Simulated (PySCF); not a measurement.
# One molecule, several mistakes: GeH3NSi

These are calculations, not measurements. The program is PySCF 2.14.0, an open-source quantum chemistry code, run on an isolated molecule that a program drew, which may never have been made. The molecule is GeH3NSi (charge 0, singlet), drawn as the SMILES string `[SiH][N]=[GeH2]`.

Each row is a Hartree-Fock (HF) and frozen-core CCSD(T) single point in the cc-pV(D+d)Z basis, meant for a local HF minimum. Run 1 is clean. Each other run has one planted mistake out of seven kinds, and not every kind appears here: one electron removed, one electron added, multiplicity raised by two, geometry at a saddle point, minimal basis STO-3G, one bond length entered in bohr, all coordinates scaled. The reference is restricted for singlets and unrestricted otherwise, and also for a bond in bohr. Adding or removing an electron swaps singlet and doublet. Electrons count all cores. HOMO and LUMO are orbital energies over both spins, the gradient is its largest component, and the lowest frequency (negative if imaginary) is given only where the gradient is small. Bond lengths are over the 5 bonds as drawn. T1 is the CCSD diagnostic: over 0.02 (restricted) or 0.045 (unrestricted) a single reference is doubtful. Germanium has the cc-pVDZ-PP basis, with a core potential (ECP10MDF) in place of its 10 inner electrons, and its 3s, 3p and 3d shells are frozen in CCSD(T).

Geometry of the clean run:
```xyz
6
GeH3NSi, angstrom
Si   -1.3554    3.6014    0.4375
N    -0.7919    2.0296    0.5810
Ge   -0.1494    0.5472    0.9670
H    -1.9742    3.4936   -0.9581
H    -0.9543   -0.5345    1.6677
H     1.2803    0.1628    0.6250
```

| run | electrons | basis functions | <S^2> | HOMO (eV) | LUMO (eV) | gradient (hartree/bohr) | lowest frequency (cm^-1) | mean bond (Å) | longest bond (Å) | T1 | HF (hartree) | CCSD(T) (hartree) | mistake |
|---|---|---|---|---|---|---|---|---|---|---|---|---|---|
| 1 | 56 | 75 | 0.000 | -7.56 | 1.13 | 3.0e-05 | 114 | 1.5813 | 1.676 | 0.0262 | -638.42334 | -638.82195 | no fault |
| 2 | 57 | 75 | 0.774 | -0.53 | 6.80 | 9.0e-02 | - | 1.5813 | 1.676 | 0.0234 | -638.41159 | -638.81306 | one electron added |
| 3 | 55 | 75 | 0.774 | -15.42 | -5.66 | 8.6e-02 | - | 1.5813 | 1.676 | 0.0290 | -638.18309 | -638.54550 | ? |
| 4 | 56 | 75 | 2.066 | -6.58 | -0.11 | 1.4e-01 | - | 1.5813 | 1.676 | 0.0670 | -638.36421 | -638.73575 | ? |

**Which mistake was planted in run 3, and what did it cost?**

It counts 55 electrons, one fewer than the clean run, at the same geometry and basis. So the mistake is: one electron removed. Subtracting run 1 and multiplying by 627.51 kcal/mol a hartree, the energy moved by 150.8 kcal/mol in HF and 173.5 kcal/mol in CCSD(T).

**Which mistake was planted in run 4, and what did it cost?**

Electrons, basis and geometry are unchanged, and <S^2> is 2.066, beside S(S+1) = 2.00 for a multiplicity of 3. So the mistake is: multiplicity raised by two. Subtracting run 1 and multiplying by 627.51 kcal/mol a hartree, the energy moved by 37.1 kcal/mol in HF and 54.1 kcal/mol in CCSD(T).

Cautions from the logs. Run 1: T1 is over the limit, so its CCSD(T) energy is less reliable; run 2: the added electron raises the CCSD(T) energy, so it isn't bound in this basis; run 4: T1 is over the limit, so its CCSD(T) energy is less reliable.
